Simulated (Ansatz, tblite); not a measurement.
Cost and result up the ladder for H12Au13⁺ (relaxed from a model of Au13(H)12, whose bonding it doesn't keep) (25 atoms). The state is a singlet with charge 1. Geometry: PBE-D4/def2-SVP.

```tsv
atom	x (Å)	y (Å)	z (Å)
Au1	-0.510	0.348	-0.313
Au2	1.063	-0.295	-2.834
Au3	-2.420	2.430	-0.531
Au4	-0.064	-3.091	0.512
Au5	0.291	-0.186	2.592
Au6	-2.763	-2.540	0.084
Au7	-3.497	0.000	-0.528
Au8	2.127	-1.274	0.855
Au9	2.384	3.098	0.083
Au10	-0.025	2.584	1.151
Au11	-2.117	0.839	2.013
Au12	2.940	0.632	-0.982
Au13	-1.120	-1.770	-1.999
H14	2.476	0.689	-2.771
H15	-3.758	3.114	-1.052
H16	1.632	-3.013	0.598
H17	1.731	-1.003	2.769
H18	-1.687	-3.817	0.478
H19	-4.198	-1.558	-0.407
H20	3.051	0.237	0.767
H21	3.566	2.392	-0.946
H22	1.187	3.884	1.152
H23	-2.699	0.689	3.494
H24	2.746	-1.169	-0.766
H25	-0.334	-1.220	-3.418
```

Ansatz on 2 threads of AMD EPYC 7R13 on a shared host and a share (18 GiB) of an NVIDIA H100 80GB HBM3; xTB runs through tblite on one thread. Times are rough, summed over both states, and most runs start from the orbitals of an earlier one. PBE-QIDH/def2-TZVP serves as the yardstick here, not as an exact answer. The other state is a doublet.

In the def2 sets Au takes a core potential; there is no spin–orbit coupling. The xTB rows come from tblite. Correlated methods freeze no core orbitals; core or outer-core shells of Au are correlated, in sets that lack core-valence functions. Single mean-field runs in def2-TZVP are fitted with def2-universal-jkfit.

Raw xTB energies of ions are shifted by several eV.

```
                           level  functions  wall time
                        GFN2-xTB        129     0.19 s
                        GFN1-xTB        141     0.26 s
                PBE-D4/def2-TZVP        592       22 s
 PBE0-D4/def2-TZVP (with forces)        592       32 s
PBE-QIDH/def2-TZVP (with forces)        592       65 s
```

Task: Estimate what each level gives for the vertical IE (eV).

Result: 
```tsv
level	vertical IE (eV)	difference from PBE-QIDH/def2-TZVP (eV)
GFN2-xTB	14.75	3.46
GFN1-xTB	16.76	5.46
PBE-D4/def2-TZVP	10.94	-0.36
PBE0-D4/def2-TZVP (with forces)	11.11	-0.18
PBE-QIDH/def2-TZVP (with forces)	11.30	0.00
```
